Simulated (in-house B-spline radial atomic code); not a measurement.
Configurations of Nd, with energies counted from [Xe] 4f4 6s2. Method: scalar-relativistic (X2C) r2SCAN0, spin-polarised, spherical fractional occupations, exact exchange averaged over the configuration, Fermi nucleus of rms radius 4.9123 fm. Calculated with a B-spline radial code for spherical atoms. Shells without spins written out take the highest spin.

Occupations are held fixed; configurations that lie above the ionisation limit could autoionise.

| configuration | E - E(ref) (eV) | highest orbital | its <r> (bohr) |
| --- | --- | --- | --- |
| [Xe] 4f3 6s2 6p1 | 4.2453 | 6p up | 5.136 |
| [Xe] 4f3 6s2 6d1 | 7.0441 | 6d up | 10.6 |
| [Xe] 4f3 6s2 7d1 | 7.688 | 7d up | 20.76 |
| [Kr] 4d10 4f4 5s2 5p5 6s2 7d1 | 25.287 | 7d up | 20.67 |

(1) Order these further configurations by energy, lowest first.
A. [Xe] 4f4 6s1 6p1
B. [Kr] 4d9 4f4 5s2 5p6 6s2 7d1
C. [Kr] 4d10 4f4 5s2 5p5 5d1 6s2
D. [Xe] 4f4 6s1 7d1

Answers

(1) A (1.3924 eV), D (4.3032 eV), C (19.486 eV), B (122.36 eV).
